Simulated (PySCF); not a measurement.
Worked example: oscillator strength and radiative lifetime

H6OSi2Te, SMILES [SiH3]O[Te][SiH3].

Geometry optimised at B3LYP-D3(BJ)/def2-SVP. The structure was generated by enumeration, and PubChem lists no compound with its InChIKey, so it may never have been made. The def2 effective core potentials stand for the cores of Te; spin–orbit coupling is left out. Other conformers were not sampled.

TDDFT-ωB97X/def2-SVPD in PySCF 2.14.0 puts the first singlet state with f over 0.02 at 6.12 eV (vertical), with the transition dipole (-0.131, 0.270, 0.678) in atomic units.

Problem. Find the oscillator strength, the wavelength and the radiative lifetime that this transition would have in vacuum if emission retraced absorption.

Solution. 
|μ|² = 0.5497 au, so |μ| = 1.88 D. ΔE = 6.12/27.211 = 0.2249 hartree. f = (2/3) ΔE |μ|² = 0.082 (the program prints 0.082).
λ = 1239.84/6.12 = 203 nm; ν = 49361 cm⁻¹.
Einstein's coefficient A = 0.6670 ν² f s⁻¹ (ν in cm⁻¹) = 1.3e8 s⁻¹, so τ = 1/A = 7.5 ns. This state is S4; the lower singlets have f = 0.001, 0.005, 0.009. The figure is the radiative limit of this one transition; relaxation, internal conversion, crossing to triplets and a medium change what is measured.
